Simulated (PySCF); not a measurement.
Ionisation energy of Yb⁶⁷⁺ by level of theory

Yb⁶⁷⁺ [He] 2s1 (2S) → Yb⁶⁸⁺ 1s2 (1S), as a difference of total energies. Calculation: PySCF 2.14, in an even-tempered Gaussian basis (18 s from 46 bohr⁻², ratio 2.2; 8 p from 69 bohr⁻², ratio 2.4; 5 d from 210 bohr⁻², ratio 2.4; 5 f from 310 bohr⁻², ratio 2.4; 4 g from 470 bohr⁻², ratio 2.4); scalar relativity by spin-free X2C-1e. Correlated levels: nothing frozen; virtual orbitals above 40 to 60 times the deepest correlated orbital energy dropped. The calculations carry no spin-orbit coupling.

```json
{"method": "UHF", "ionisation energy (eV)": "17387.2"}
{"method": "PBE", "ionisation energy (eV)": "17394.4"}
{"method": "PBE0", "ionisation energy (eV)": "17392.7"}
{"method": "r2SCAN", "ionisation energy (eV)": "17383.4"}
{"method": "B2PLYP", "ionisation energy (eV)": "17391.0"}
{"method": "MP2 (all electrons)", "ionisation energy (eV)": "17387.4"}
{"method": "SCS-MP2 (all electrons)", "ionisation energy (eV)": "17387.4"}
```

Estimate what LDA gives.

17375.3 eV, closest to r2SCAN among the rows shown.

Estimate what M06-L gives.

17378.6 eV, closest to r2SCAN among the rows shown.

For this ion Breit and QED terms and the two-electron picture change, all absent here, outweigh the differences among the correlated methods.

For comparison: 17365.44 ± 0.15 eV (theoretical estimate listed by NIST; NIST Atomic Spectra Database, ionization energies).
